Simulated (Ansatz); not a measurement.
This geometry of C2H6O2Si2 (12 atoms, charge 0, multiplicity 1) is a first-order saddle point.

Level of theory: RKS B3LYP/def2-SVP (Ansatz 0.2.0).

```xyz
12
Properties=species:S:1:pos:R:3
O 1.841 0.134 -1.203
Si 0.392 0.064 -0.398
Si 0.619 -0.979 1.697
C -1.180 -0.166 -1.340
C -1.448 1.094 -0.925
O -0.381 1.632 -0.231
H 2.388 0.925 -1.121
H 0.977 -2.417 1.512
H -0.667 -0.892 2.449
H 1.697 -0.320 2.494
H -1.821 -0.856 -1.882
H -2.341 1.727 -1.019
```

(1) Which two structures does it join? (They come from a converged band through this point; their orientation in space is the band's.)

(2) How far does it lie above each of them?

Results:

(1) No bond is made or broken. The dihedral H7–O1–Si2–C5 goes from -17 to 139°.

Initial state:

```xyz
12
Properties=species:S:1:pos:R:3
O 1.957 0.265 -0.903
Si 0.424 0.119 -0.289
Si 0.612 -0.983 1.770
C -1.067 -0.114 -1.366
C -1.420 1.111 -0.908
O -0.431 1.652 -0.119
H 2.044 0.666 -1.778
H 1.029 -2.400 1.551
H -0.715 -0.970 2.450
H 1.620 -0.307 2.637
H -1.643 -0.803 -1.979
H -2.333 1.708 -1.032
```

Final state:

```xyz
12
Properties=species:S:1:pos:R:3
O 1.780 0.314 -1.273
Si 0.360 0.144 -0.435
Si 0.655 -0.924 1.641
C -1.192 -0.118 -1.391
C -1.538 1.097 -0.899
O -0.509 1.653 -0.174
H 2.605 0.389 -0.780
H 1.039 -2.353 1.438
H -0.611 -0.862 2.425
H 1.746 -0.257 2.416
H -1.788 -0.813 -1.977
H -2.470 1.675 -0.957
```

(2) 0.136 eV above the first and 0.052 eV above the second. This is the barrier of this one path; another mechanism may lie lower.

The run took 3.1 min on 2 threads of AMD EPYC 9R14 (Zen 4) (shared host), peak memory 0.31 GiB.
